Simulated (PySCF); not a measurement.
From one molecule to another.

First species: C5H10Cl2Si.
SMILES: `C=CCC[SiH2]C(Cl)Cl`

Second species: C₅H₈F₂O₂Si.
SMILES: `C1C[SiH2][C@]1(C(F)F)C(O)=O`

Levels: PBE0/pcSseg-1 for dipole moment, HOMO energy, LUMO energy and HOMO–LUMO gap; GFN2-xTB for rotational constant A and rotational constant C. Geometries: GFN2-xTB. All species are isolated and taken at one optimised geometry, non-relativistic unless stated. Electronic properties by PySCF.

The conformers computed, where there is a choice (atom-mapped SMILES and torsion angles):
- `[CH2:1]=[CH:2][CH2:3][CH2:4][SiH2:5][CH:6]([Cl:7])[Cl:8]`: C1–C2–C3–C4 -119°, C2–C3–C4–Si5 180°, C3–C4–Si5–C6 180°, C4–Si5–C6–Cl7 60°
- `[O:1]=[C:2]([OH:3])[C@:4]1([CH:5]([F:6])[F:7])[CH2:8][CH2:9][SiH2:10]1`: O1–C2–C4–C5 -26°, C2–C4–C5–F6 -83°, H–O3–C2–O1 2°

```csv
property,column X,column Y
dipole moment,1.84 D,3.15 D
HOMO energy,-7.60 eV,-8.03 eV
LUMO energy,-0.27 eV,-0.56 eV
HOMO–LUMO gap,7.33 eV,7.47 eV
rotational constant A,1.883 GHz,1.287 GHz
rotational constant C,0.466 GHz,0.844 GHz
```

**Question.** Which column belongs to which species?

**Answer.** Column X is the first species and column Y the second. The first has 18 atoms and 88 electrons, the second 18 and 86.

**Question.** How does each property change from the first species to the second?

**Answer.** dipole moment +1.31 D; HOMO energy -0.43 eV; LUMO energy -0.29 eV; HOMO–LUMO gap +0.14 eV; rotational constant A -0.596 GHz; rotational constant C +0.378 GHz.

On the first: In atomic units the dipole is 0.72 e·bohr (1 au = 2.5417 D).

On the second: The dipole matches unit charges of opposite sign 0.66 Å apart (1 e·Å = 4.8032 D).
